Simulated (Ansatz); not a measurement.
A displaced shape of singlet SiF4:

```xyz
5

Si    0.0052   -0.0473    0.0154
F     0.8949    0.8975    0.8743
F     0.8808   -0.9181   -0.8802
F    -0.8752    0.8868   -0.9125
F    -0.8692   -0.9265    0.9304
```

It was optimised with PBE0/def2-SVP in Ansatz (development build ahead of 0.2.0) to forces under 0.001 eV/Å, with restricted orbitals. Each step stands on the lowest determinant of that kind that the program's search found.

(1) What shape does it relax to, and how does the optimisation go?

## Answers

(1)

```yaml
atoms:
  - { symbol: Si, position_ang: [0.0073, -0.0215, 0.0055] }
  - { symbol: F, position_ang: [0.9273, 0.9070, 0.9041] }
  - { symbol: F, position_ang: [0.9188, -0.9474, -0.9044] }
  - { symbol: F, position_ang: [-0.9155, 0.8814, -0.9161] }
  - { symbol: F, position_ang: [-0.9015, -0.9270, 0.9383] }
```

Bond lengths: Si1–F2 1.586 Å, Si1–F3 1.586 Å, Si1–F4 1.586 Å, Si1–F5 1.586 Å. Angles: F2–Si1–F3 109.5°, F2–Si1–F4 109.5°, F2–Si1–F5 109.5°, F3–Si1–F4 109.5°, F3–Si1–F5 109.5°, F4–Si1–F5 109.5°.

```csv
step,E − E(start) (eV),largest force (eV/Å)
1,0.0000,2.1689
2,-0.1129,1.2797
3,-0.1632,0.2286
4,-0.1643,0.0520
5,-0.1647,0.0276
6,-0.1648,0.0153
7,-0.1648,0.0042
8,-0.1648,0.0001
```

The optimisation ended after 8 steps with its threshold met.
